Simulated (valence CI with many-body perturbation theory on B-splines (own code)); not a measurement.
## Rb31+: electric-dipole lines

Calculated by configuration interaction combined with many-body perturbation theory (CI+MBPT): four valence electrons over a frozen Dirac-Fock core [He], radial functions for each j: 11 s, 11 p, 10 d, 8 f, 5 g, 2 h, with the one-electron correlation potential Σ1, the two-electron term Σ2, the three-electron term Σ3, Breit, model QED; selected CI, second order for the rest, scaled by the run's own slope (own B-spline code, finite nucleus).

No measured spectrum was set against this ion. As an estimate, large intervals hold to a few tenths of a per cent, small ones and those within an open d or f shell to about a per cent. Among the levels kept, up to 1100 cm⁻¹ of a level comes from second order outside the variational space, and about a tenth of that is noise between levels of different J, which matters for small intervals.

Lines 51 to 100 of 538 in falling wavelength, among levels below 2585.9 eV, chosen from the strongest by gf and those to the six lowest levels. Wavelengths and rates use the calculated energies. Electric multipoles are in the length gauge, E1 and E2 with the static RPA response of the core. Weak lines are less certain than strong ones. Lines between different terms over intervals too small for the method are left out, as are lines whose strength nearly cancels. The highest levels of a list are the least certain.

Levels are named by their leading jj configuration (3d3/2^4 stands for four electrons in 3d with j = 3/2), which in mixed levels can hold well under half, so a name can repeat and another be missing. Letters in brackets count levels of one name in rising energy.

| λ vac (Å) | Upper | Lower | A (s⁻¹) | log gf | Branch % |
| --- | --- | --- | --- | --- | --- |
| 255.8 | (2s 2p1/2 2p3/2 3p3/2) J=2 [b] | (2s 2p1/2 2p3/2 3s) J=2 [b] | 3.57e+09 | -0.76 | 0.0 |
| 255.4 | (2s 2p1/2^2 3p3/2) J=1 | (2s 2p1/2^2 3s) J=0 | 3.83e+09 | -0.95 | 0.0 |
| 254.9 | (2s 2p1/2 2p3/2 3d5/2) J=2 [b] | (2s 2p1/2 2p3/2 3p3/2) J=2 [b] | 1.94e+09 | -1.02 | 0.0 |
| 254.2 | (2s 2p1/2 2p3/2 3d3/2) J=3 [b] | (2s 2p1/2 2p3/2 3p1/2) J=2 [b] | 1.30e+09 | -1.06 | 0.0 |
| 253.7 | (2p1/2 2p3/2^2 3p1/2) J=2 [b] | (2p1/2 2p3/2^2 3s) J=3 | 4.10e+09 | -0.70 | 0.0 |
| 252.1 | (2s 2p1/2 2p3/2 3d3/2) J=2 [b] | (2s 2p1/2 2p3/2 3p1/2) J=2 [b] | 2.41e+09 | -0.94 | 0.0 |
| 251.4 | (2s^2 2p3/2 3d5/2) J=2 | (2s^2 2p3/2 3p3/2) J=1 | 1.79e+09 | -1.07 | 0.0 |
| 251.0 | (2s 2p1/2^2 3d5/2) J=2 | (2s 2p1/2^2 3p3/2) J=1 | 4.23e+09 | -0.70 | 0.0 |
| 248.9 | (2s 2p1/2 2p3/2 3d5/2) J=3 [b] | (2s 2p1/2 2p3/2 3p3/2) J=2 [b] | 2.88e+09 | -0.73 | 0.0 |
| 248.2 | (2s 2p3/2^2 3d3/2) J=3 | (2s 2p3/2^2 3p1/2) J=3 | 1.36e+09 | -1.06 | 0.0 |
| 245.1 | (2p1/2 2p3/2^2 3p3/2) J=3 [b] | (2p1/2 2p3/2^2 3s) J=3 | 2.77e+09 | -0.76 | 0.0 |
| 245.1 | (2s^2 2p3/2 3p3/2) J=1 | (2s^2 2p3/2 3s) J=1 | 3.64e+09 | -1.01 | 1.2 |
| 245.0 | (2s 2p1/2 2p3/2 3p1/2) J=2 [b] | (2s 2p1/2 2p3/2 3s) J=3 | 4.72e+09 | -0.67 | 0.0 |
| 243.4 | (2s 2p1/2 2p3/2 3d3/2) J=1 [b] | (2s 2p1/2 2p3/2 3p1/2) J=2 [b] | 3.57e+09 | -1.02 | 0.0 |
| 242.9 | (2s 2p1/2 2p3/2 3d3/2) J=2 [a] | (2s 2p1/2 2p3/2 3p1/2) J=2 [a] | 2.12e+09 | -1.03 | 0.0 |
| 242.2 | (2s 2p3/2^2 3p3/2) J=1 [a] | (2s 2p3/2^2 3s) J=2 [a] | 5.12e+09 | -0.87 | 0.0 |
| 241.7 | (2s 2p3/2^2 3p3/2) J=3 [b] | (2s 2p3/2^2 3s) J=2 [b] | 5.19e+09 | -0.50 | 0.0 |
| 241.4 | (2p1/2 2p3/2^2 3p3/2) J=2 | (2p1/2 2p3/2^2 3s) J=2 [a] | 2.79e+09 | -0.91 | 0.0 |
| 241.4 | (2p1/2 2p3/2^2 3p3/2) J=4 | (2p1/2 2p3/2^2 3s) J=3 | 7.87e+09 | -0.21 | 0.0 |
| 240.8 | (2s 2p3/2^2 3d5/2) J=3 [b] | (2s 2p3/2^2 3p1/2) J=2 [b] | 2.14e+09 | -0.89 | 0.0 |
| 239.8 | (2p1/2^2 2p3/2 3d3/2) J=2 | (2p1/2^2 2p3/2 3p1/2) J=2 | 2.27e+09 | -1.01 | 0.1 |
| 239.6 | (2p1/2 2p3/2^2 3p3/2) J=3 [a] | (2p1/2 2p3/2^2 3s) J=2 [a] | 6.80e+09 | -0.39 | 0.0 |
| 239.4 | (2s 2p1/2 2p3/2 3p3/2) J=2 [a] | (2s 2p1/2 2p3/2 3s) J=1 [a] | 3.51e+09 | -0.82 | 0.0 |
| 238.5 | (2s 2p1/2 2p3/2 3d3/2) J=4 | (2s 2p1/2 2p3/2 3p3/2) J=3 [b] | 2.69e+09 | -0.68 | 0.4 |
| 237.9 | (2s 2p1/2 2p3/2 3p3/2) J=1 [b] | (2s 2p1/2 2p3/2 3s) J=2 [b] | 5.07e+09 | -0.89 | 0.0 |
| 237.5 | (2p1/2^2 2p3/2 3p3/2) J=3 | (2p1/2^2 2p3/2 3s) J=2 | 7.59e+09 | -0.35 | 0.0 |
| 236.3 | (2s 2p3/2^2 3d3/2) J=3 | (2s 2p3/2^2 3p1/2) J=2 [a] | 1.56e+09 | -1.04 | 0.0 |
| 234.2 | (2p1/2^2 2p3/2 3d3/2) J=2 | (2p1/2^2 2p3/2 3p1/2) J=1 | 2.25e+09 | -1.03 | 0.1 |
| 233.1 | (2p1/2^2 2p3/2 3d3/2) J=3 | (2p1/2^2 2p3/2 3p1/2) J=2 | 4.43e+09 | -0.60 | 0.3 |
| 232.8 | (2s 2p1/2 2p3/2 3p3/2) J=3 [a] | (2s 2p1/2 2p3/2 3s) J=2 [a] | 3.98e+09 | -0.64 | 0.6 |
| 232.3 | (2s 2p1/2 2p3/2 3d3/2) J=3 [a] | (2s 2p1/2 2p3/2 3p1/2) J=2 [a] | 3.68e+09 | -0.68 | 0.0 |
| 232.0 | (2s 2p1/2 2p3/2 3p3/2) J=3 [d] | (2s 2p1/2 2p3/2 3s) J=2 [c] | 6.55e+09 | -0.43 | 0.1 |
| 230.7 | (2s 2p1/2 2p3/2 3p3/2) J=3 [c] | (2s 2p1/2 2p3/2 3s) J=2 [b] | 4.58e+09 | -0.59 | 0.0 |
| 229.6 | (2s 2p3/2^2 3d3/2) J=2 [a] | (2s 2p3/2^2 3p1/2) J=2 [a] | 3.32e+09 | -0.88 | 0.0 |
| 229.1 | (2s^2 2p3/2 3p3/2) J=3 | (2s^2 2p3/2 3s) J=2 | 6.44e+09 | -0.45 | 2.5 |
| 229.0 | (2s^2 2p3/2 3d3/2) J=2 | (2s^2 2p3/2 3p1/2) J=1 | 2.21e+09 | -1.06 | 0.0 |
| 227.5 | (2s 2p3/2^2 3d3/2) J=2 [b] | (2s 2p3/2^2 3p1/2) J=1 [a] | 3.88e+09 | -0.82 | 0.0 |
| 225.1 | (2s 2p1/2 2p3/2 3p3/2) J=4 | (2s 2p1/2 2p3/2 3s) J=3 | 8.36e+09 | -0.24 | 23.2 |
| 224.6 | (2s 2p1/2 2p3/2 3p3/2) J=2 [c] | (2s 2p1/2 2p3/2 3s) J=2 [c] | 2.69e+09 | -0.99 | 0.0 |
| 224.2 | (2s 2p1/2^2 3d3/2) J=2 | (2s 2p1/2^2 3p1/2) J=1 | 4.91e+09 | -0.73 | 0.0 |
| 223.7 | (2s^2 2p3/2 3d3/2) J=3 | (2s^2 2p3/2 3p1/2) J=2 | 3.88e+09 | -0.69 | 0.0 |
| 222.5 | (2s 2p3/2^2 3p3/2) J=3 [a] | (2s 2p3/2^2 3s) J=3 | 4.36e+09 | -0.64 | 0.0 |
| 221.7 | (2p1/2^2 2p3/2 3p3/2) J=2 | (2p1/2^2 2p3/2 3s) J=1 | 5.04e+09 | -0.73 | 0.0 |
| 221.6 | (2s 2p1/2 2p3/2 3d3/2) J=3 [c] | (2s 2p1/2 2p3/2 3p1/2) J=2 [c] | 5.70e+09 | -0.53 | 0.1 |
| 220.7 | (2s 2p3/2^2 3p3/2) J=4 | (2s 2p3/2^2 3s) J=3 | 8.54e+09 | -0.25 | 15.9 |
| 219.7 | (2p1/2^2 2p3/2 3d3/2) J=1 | (2p1/2^2 2p3/2 3p1/2) J=1 | 4.33e+09 | -1.03 | 0.0 |
| 219.5 | (2s 2p1/2 2p3/2 3p3/2) J=2 [d] | (2s 2p1/2 2p3/2 3s) J=1 [c] | 6.73e+09 | -0.61 | 0.1 |
| 219.0 | (2s 2p1/2 2p3/2 3d3/2) J=2 [c] | (2s 2p1/2 2p3/2 3p1/2) J=1 [b] | 3.39e+09 | -0.91 | 0.0 |
| 218.1 | (2s 2p1/2 2p3/2 3p3/2) J=3 [b] | (2s 2p1/2 2p3/2 3s) J=2 [a] | 2.06e+09 | -0.99 | 0.0 |
| 218.1 | (2s 2p3/2^2 3d3/2) J=4 | (2s 2p3/2^2 3p1/2) J=3 | 5.97e+09 | -0.42 | 0.0 |
